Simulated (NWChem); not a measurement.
Everything below was run with NWChem. System: arsenic trifluoride (AsF3), charge 0, spin multiplicity 1, at a geometry optimised with PBE0/def2-SVP. Level: MP2/def2-TZVP, 12 core orbitals frozen.

The NWChem input:

```
start mol
memory heap 200 mb stack 900 mb global 1100 mb
geometry units angstroms nocenter noautoz
  F      0.738925    -0.489175     1.281763
  As     0.000896     0.398876     0.000000
  F      0.738925    -0.489175    -1.281763
  F     -1.481134    -0.484194     0.000000
  symmetry group Cs
end
basis spherical
  * library def2-tzvp
end
scf
  rhf
  nopen 0
  maxiter 100
  thresh 1e-7
  semidirect memsize 60000000 filesize 0
end
mp2
  freeze core 12
end
task mp2 energy
```

Part of the output:

```
             Northwest Computational Chemistry Package (NWChem) 7.3.0
             --------------------------------------------------------

                                NWChem Input Module
                                -------------------

 Scaling coordinates for geometry "geometry" by  1.889725989
 (inverse scale =  0.529177249)

 Turning off AUTOSYM since
 SYMMETRY directive was detected!

                             Geometry "geometry" -> ""
                             -------------------------

 Output coordinates in angstroms (scale by  1.889725989 to convert to a.u.)

  No.       Tag          Charge          X              Y              Z
 ---- ---------------- ---------- -------------- -------------- --------------
    1 F                    9.0000     0.73892500    -0.48917500     1.28176300
    2 As                  33.0000     0.00089600     0.39887600     0.00000000
    3 F                    9.0000     0.73892500    -0.48917500    -1.28176300
    4 F                    9.0000    -1.48113400    -0.48419400     0.00000000

 Effective nuclear repulsion energy (a.u.)     323.4651667098

            Nuclear Dipole moment (a.u.)
            ----------------------------
        X                 Y               Z
 ---------------- ---------------- ----------------
     0.0000226767     0.0000226767     0.0000000000

      Symmetry information
      --------------------

 Group name             Cs
 Group number              2
 Group order               2
 No. of unique centers     3

      Symmetry unique atoms

     1    2    4


 Summary of "ao basis" -> "" (spherical)
 ------------------------------------------------------------------------------
       Tag                 Description            Shells   Functions and Types
 ---------------- ------------------------------  ------  ---------------------
 *                         def2-tzvp                  on all atoms

 Summary of "ao basis" -> "ao basis" (spherical)
 ------------------------------------------------------------------------------
       Tag                 Description            Shells   Functions and Types
[...]
     1   1 0 0      0.002516      0.000000      0.000023
     1   0 1 0      1.122330      0.000000      0.000023
     1   0 0 1      0.000000      0.000000      0.000000

     2   2 0 0    -25.297618      0.000000    105.603623
     2   1 1 0      0.004010      0.000000     -0.143363
     2   1 0 1      0.000000      0.000000      0.000000
     2   0 2 0    -23.509392      0.000000     41.665828
     2   0 1 1      0.000000      0.000000      0.000000
     2   0 0 2    -25.297694      0.000000    105.605281

                   NWChem MP2 Semi-direct Energy/Gradient Module
                   ---------------------------------------------

  Basis functions       =    141
  Molecular orbitals    =    141
  Frozen core           =     12
  Frozen virtuals       =      0
  Active alpha occupied =     18
  Active beta occupied  =     18
  Active alpha virtual  =    111
  Active beta virtual   =    111
  Use MO symmetry       = T
  Use skeleton AO sym   = T

  AO/Fock/Back tols     =   1.0D-09  1.0D-09  1.0D-09

 GA uses MA = F    GA memory limited = T

 Available:
  local mem=  1.26D+08
 global mem=  1.44D+08
 local disk=  0.00D+00
  mp2_memr nvloc                   111
  nvloc new                   111
   1 passes of  18:        5242880                     140417                  64780033.
   1 passes of  18: M    126148893           G      144139438           F     120906013.

 Semi-direct pass number   1 of   1  for RHF alpha+beta  at        6.0s
  vrange nnbf                  9531
  mp2_eaftype                   247  avail_ma_in_mb                  1099
 EAF : mp2_eaftype filesize         247   32390017.
  mp2_eaf for mointskh                    247
Node 0 wrote    152.3 Mb in      0.1 s     Agg I/O rate:  2701.6 Mb/s
 Done moints_semi at       15.9s
  mp2_eaftype                   247  avail_ma_in_mb                   852
 EAF : mp2_eaftype filesize         247   32390017.
  mp2_eaf for kh                   247
 Done maket at       16.5s
 Done multipass loop at       16.5s

          -------------------------------------------
          SCF energy               -2532.733045696269
          Correlation energy          -1.010403350264
          Singlet pairs               -0.591310605644
          Triplet pairs               -0.419092744620
          Total MP2 energy         -2533.743449046533
          -------------------------------------------

          ---------------------------------------------------
                    Spin Component Scaled (SCS) MP2
          Same spin pairs                     -0.279395163080
          Same spin scaling factor             0.333333333333
          Opposite spin pairs                 -0.731008187184
          Opposite spin scaling fact.          1.200000000000
          SCS-MP2 correlation energy          -0.970341545648
          Total SCS-MP2 energy             -2533.703387241917
          ---------------------------------------------------

 -----------------------
 Performance information
 -----------------------

 Timer overhead =  1.55D-07 seconds/call

               Nr. of calls         CPU time (s)                 Wall time (s)                GFlops
             ---------------    -------------------     ------------------------------   -------------------
Name         Min   Avg   Max    Min     Avg     Max     Min     Avg     Max   Mx/calls   Min     Max     Sum
mp2: moin     1     1     1    10.     10.     10.      10.     10.     10.     10.      0.0     0.0     0.0
mp2: make     1     1     1   0.60    0.60    0.60     0.60    0.60    0.60    0.60      0.0     0.0     0.0
mp2: tota     1     1     1    11.     11.     11.      11.     11.     11.     11.      0.0     0.0     0.0

 The average no. of pstat calls per process was 3.00D+00
 with a timing overhead of 4.65D-07s

 Task  times  cpu:       16.5s     wall:       16.5s

 Total times  cpu:       16.5s     wall:       16.5s
```
